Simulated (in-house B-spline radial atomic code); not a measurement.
# Xe²⁺: [Kr] (4d3/2)4 (4d5/2)5 5s2 (5p1/2)1 (5p3/2)3 6s1 (an excited or competing configuration)

Method: Dirac-Hartree-Fock, average of the jj configuration, Fermi nucleus of rms radius 4.7859 fm. Calculated with a radial B-spline atomic code at the basis-set limit.

Effective charges: Z_r = [3n² - l(l+1)]/(2<r>) from the radius, Z_e = n√(-2ε) from the energy, and Slater's rules. Values are occupation-weighted means over j. An effective charge above Z reflects the relativistic contraction of the inner shells.

```json
{"shell": "1s", "electrons": "2", "ε (eV)": "-34794", "<r> (bohr)": "0.02665", "Z_r": "56.28", "Z_e": "50.57", "Slater": "53.70"}
{"shell": "2s", "electrons": "2", "ε (eV)": "-5547.6", "<r> (bohr)": "0.114", "Z_r": "52.62", "Z_e": "40.39", "Slater": "49.85"}
{"shell": "2p", "electrons": "6", "ε (eV)": "-4982.3", "<r> (bohr)": "0.1001", "Z_r": "49.93", "Z_e": "38.27", "Slater": "49.85"}
{"shell": "3s", "electrons": "2", "ε (eV)": "-1207.9", "<r> (bohr)": "0.3045", "Z_r": "44.34", "Z_e": "28.27", "Slater": "42.75"}
{"shell": "3p", "electrons": "6", "ε (eV)": "-1019.9", "<r> (bohr)": "0.3027", "Z_r": "41.30", "Z_e": "25.97", "Slater": "42.75"}
{"shell": "3d", "electrons": "10", "ε (eV)": "-737.62", "<r> (bohr)": "0.2801", "Z_r": "37.49", "Z_e": "22.09", "Slater": "32.85"}
{"shell": "4s", "electrons": "2", "ε (eV)": "-264.2", "<r> (bohr)": "0.7126", "Z_r": "33.68", "Z_e": "17.63", "Slater": "26.25"}
{"shell": "4p", "electrons": "6", "ε (eV)": "-201", "<r> (bohr)": "0.7588", "Z_r": "30.31", "Z_e": "15.37", "Slater": "26.25"}
{"shell": "4d", "electrons": "9", "ε (eV)": "-106.63", "<r> (bohr)": "0.857", "Z_r": "24.51", "Z_e": "11.20", "Slater": "15.20"}
{"shell": "5s", "electrons": "2", "ε (eV)": "-52.998", "<r> (bohr)": "1.732", "Z_r": "21.65", "Z_e": "9.87", "Slater": "9.80"}
{"shell": "5p", "electrons": "4", "ε (eV)": "-36.991", "<r> (bohr)": "1.985", "Z_r": "18.39", "Z_e": "8.24", "Slater": "9.80"}
{"shell": "6s", "electrons": "1", "ε (eV)": "-15.46", "<r> (bohr)": "4.124", "Z_r": "13.09", "Z_e": "6.40", "Slater": "3.90"}
```

The least bound orbital is 6s1/2 at -15.46 eV, and it is also the most diffuse (<r> = 4.124 bohr). The part-filled 4d shell lies below the filled 5s shell in orbital energy.

For the 1s electron the small component carries 3.96 % of the norm, the zero-frequency Breit interaction raises the level by 86.91 eV, self-energy by 49.96 eV, and vacuum polarisation lowers it by 7 eV.
